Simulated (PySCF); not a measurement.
Isomers of C6H9BO2, one conformer each; single-point electronic energies without zero-point terms and without any empirical dispersion term.

Computed with PySCF at PBE0/pcSseg-1, non-relativistic, each on one gas-phase PBE0-D3(BJ)/def2-SVP geometry that isn't relaxed in the solvent. The solvent is an IEF-PCM continuum (van der Waals radii × 1.2). The model holds no explicit solvent molecules, cavitation or dispersion.

| isomer | relative energy, gas (kcal/mol) | dipole (D) |
| --- | --- | --- |
| `[BH2-]1OC=CC(C2CC2)=[O+]1` | 0.0 | 5.10 |
| `[BH2-]1OC=C(C2CC2)C=[O+]1` | 13.1 | 5.15 |

**Question.** How do the relative energies look in chloroform (ε = 4.711)?

**Answer.** 
```tsv
isomer	relative energy, solvent (kcal/mol)	E(solvent) − E(gas) (kcal/mol)	dipole in solvent (D)
`[BH2-]1OC=CC(C2CC2)=[O+]1`	0.0	-5.1	6.18
`[BH2-]1OC=C(C2CC2)C=[O+]1`	12.9	-5.4	6.15
```

The order is unchanged. Conformers: `[BH2-:1]1[O:2][CH:3]=[CH:4][C:5]([CH:6]2[CH2:7][CH2:8]2)=[O+:9]1` with C4–C5–C6–C7 148°, O9–B1–O2–C3 38°, B1–O2–C3–C4 -14°, C3–C4–C5–C6 -164°, C5–C6–C7–C8 107°; `[BH2-:1]1[O:2][CH:3]=[C:4]([CH:5]2[CH2:6][CH2:7]2)[CH:8]=[O+:9]1` with C3–C4–C5–C6 145°. `[BH2-]1OC=C(C2CC2)C=[O+]1` gains most from the continuum, and it has the largest gas-phase dipole. The gains span 0.3 kcal/mol, the gas-phase energies 13.1 kcal/mol.
